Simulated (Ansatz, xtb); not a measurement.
**Relative energy of two isomers of C6H5N**

Structure I is `C=CCC#CC#N`, a singlet and structure II is `C=CC#CCC#N`, a singlet. Both are isolated molecules in the gas phase, relaxed with PBE-D3(BJ)/def2-SVP, each in the lowest conformer that the search found.

Quicker runs give these differences E(II) − E(I): GFN2-xTB −6.23 kJ/mol; HF/STO-3G +2.77 kJ/mol (at GFN2-xTB geometries); r2SCAN-D4/def2-SVP +13.21 kJ/mol (at GFN2-xTB geometries).

Which of the two would you expect CCSD(T)/def2-SVP + ΔMP2/def2-TZVPP electronic energies to favour?

CCSD(T)/def2-SVP + ΔMP2/def2-TZVPP gives E(II) − E(I) = −0.41 kJ/mol, slightly favouring structure II, which is too small a margin to settle the true order.

How the difference moves with the method:

```json
{"level": "GFN2-xTB", "geometry": "GFN2-xTB", "E(II) − E(I) (kJ/mol)": "−6.23", "departure from the last row (kJ/mol)": "−5.83", "job, with rough time for the two": "optimisation, 0.15 s"}
{"level": "HF/STO-3G", "geometry": "GFN2-xTB", "E(II) − E(I) (kJ/mol)": "+2.77", "departure from the last row (kJ/mol)": "+3.18", "job, with rough time for the two": "single point, 0.4 s"}
{"level": "r2SCAN-D4/def2-SVP", "geometry": "GFN2-xTB", "E(II) − E(I) (kJ/mol)": "+13.21", "departure from the last row (kJ/mol)": "+13.62", "job, with rough time for the two": "single point, 4.6 s"}
{"level": "PBE-D3(BJ)/def2-SVP", "geometry": "PBE-D3(BJ)/def2-SVP", "E(II) − E(I) (kJ/mol)": "+12.43", "departure from the last row (kJ/mol)": "+12.84", "job, with rough time for the two": "optimisation, 23 s"}
{"level": "HF/def2-SVP", "geometry": "PBE-D3(BJ)/def2-SVP", "E(II) − E(I) (kJ/mol)": "−15.29", "departure from the last row (kJ/mol)": "−14.88", "job, with rough time for the two": "part of the CCSD(T) run"}
{"level": "MP2/def2-SVP", "geometry": "PBE-D3(BJ)/def2-SVP", "E(II) − E(I) (kJ/mol)": "+4.06", "departure from the last row (kJ/mol)": "+4.47", "job, with rough time for the two": "part of the CCSD(T) run"}
{"level": "CCSD(T)/def2-SVP", "geometry": "PBE-D3(BJ)/def2-SVP", "E(II) − E(I) (kJ/mol)": "−1.59", "departure from the last row (kJ/mol)": "−1.18", "job, with rough time for the two": "single point"}
{"level": "CCSD(T)/def2-SVP + ΔMP2/def2-TZVPP", "geometry": "PBE-D3(BJ)/def2-SVP", "E(II) − E(I) (kJ/mol)": "−0.41", "departure from the last row (kJ/mol)": "", "job, with rough time for the two": "single point, 69 s"}
```

As drawn, both hold the same kinds of bond in the same numbers.

The largest departure from CCSD(T)/def2-SVP + ΔMP2/def2-TZVPP is that of HF/def2-SVP, 14.88 kJ/mol. The last row adds to CCSD(T) the change of the MP2 difference between the two basis sets, here +1.18 kJ/mol.

With thermal terms from frequencies at re-optimised GFN2-xTB minima (ideal gas, soft modes damped towards free rotors, one conformer each, 298.15 K, 1 atm): on the last row, ΔE + ΔZPE = −1.69, ΔH = −1.12, ΔG = −2.67 kJ/mol.

The correlated steps freeze 7 core orbitals. Programs: Ansatz 0.2.0, xtb 6.7.1; the last row on 2 threads of Arm Neoverse V1 on a shared host.
